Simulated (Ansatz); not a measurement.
`CS[Si](F)(Cl)Cl` + H–F → `CS[Si](F)(F)Cl` + HCl at 400 K and 1 bar (ligand exchange at the Si–Cl bond).

Calculated with Ansatz (gas phase, PBE0-D4/def2-TZVP geometries, no zero-point term in ΔE). CBS: MP2 limit from def2 TZ/QZ plus the TZ coupled-cluster correction, frozen cores. This one scheme is used for every species. One conformer a species, not always the lowest.

```tsv
species	CCSD(T)/CBS energy (Eh)	H − E (kJ/mol)	S (J/(mol·K))
`CS[Si](F)(Cl)Cl`	-1746.26881	159.9	428.9
H–F	-100.39570	36.5	182.2
`CS[Si](F)(F)Cl`	-1386.30078	161.9	417.9
HCl	-460.38127	29.6	195.4
```

H − E and S are ideal-gas, rigid-rotor, harmonic terms from PBE0-D4/def2-TZVP, for one conformer and one mirror image of each species. 1 Eh = 2625.50 kJ/mol, R = 8.31446 J/(mol·K).

Problem. By hand: ΔE, ΔH, ΔS and ΔG.

Solution. ΔE = (-1386.30078) + (-460.38127) − (-1746.26881) − (-100.39570) = -0.01754 Eh = -46.1 kJ/mol. Δ(H − E) = 161.9 + 29.6 − 159.9 − 36.5 = -4.9, so ΔH = -51.0 kJ/mol. ΔS = 417.9 + 195.4 − 428.9 − 182.2 = 2.2 J/(mol·K). ΔG = -51.0 − 400 × (2.2)/1000 = -51.9 kJ/mol.

Problem. By hand: the equilibrium constant, and the temperature at which ΔG would vanish if ΔH and ΔS stayed fixed.

Solution. log₁₀ K = −ΔG/(RT ln 10) = 6.8. ΔH and −TΔS have one sign here, so there is no such temperature.

The number of gas molecules stays the same, so ΔS is small and ΔH decides. A doubt of 5 kJ/mol in ΔE shifts log₁₀ K by 0.7 here. Other conformers and mirror images would add mixing entropy, several J/(mol·K) or more a flexible species. Modes under 60 cm⁻¹, often nearly free rotors, make the harmonic entropy too high. These are equilibria of isolated gas molecules and say nothing of rates. Largest T1 diagnostic: 0.011 (customary marks: 0.02 for closed shells, 0.045 for open ones).

ΔS is within the doubt of such terms, so its sign, and with it that verdict, could turn.
